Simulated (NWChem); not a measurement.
## A calculation on CdCl$_{2}$

```xyz
3

Cd     0.0000     0.0000     0.0000
Cl     0.0000     0.0000    -2.2765
Cl     0.0000     0.0000     2.2765
```
Charge 0, spin multiplicity 1.

The numbers come from NWChem runs, not from measurements. Structure: optimised with PBE0/def2-SVP with def2 effective core potentials on Cd, a minimum by its harmonic frequencies.

Symmetry labels belong to the abelian group D2h used in the runs, with the axes of the coordinates shown; states degenerate in a higher group split over its labels.

Effective core potentials replace the inner electrons of Cd; spin-orbit coupling is left out. B3LYP has NWChem's definition, with VWN1-RPA local correlation. The structure started from a generated list of species.

List the lowest 4 singlet excitations that TD-B3LYP/def2-SVPD with def2 effective core potentials on Cd, VWN1-RPA local correlation gives, with oscillator strengths.


```csv
state,symmetry,energy (eV),wavelength (nm),f
1,b2g,4.89,254,0.000
2,b3g,4.89,254,0.000
3,b2u,5.32,233,0.028
4,b3u,5.32,233,0.028
```
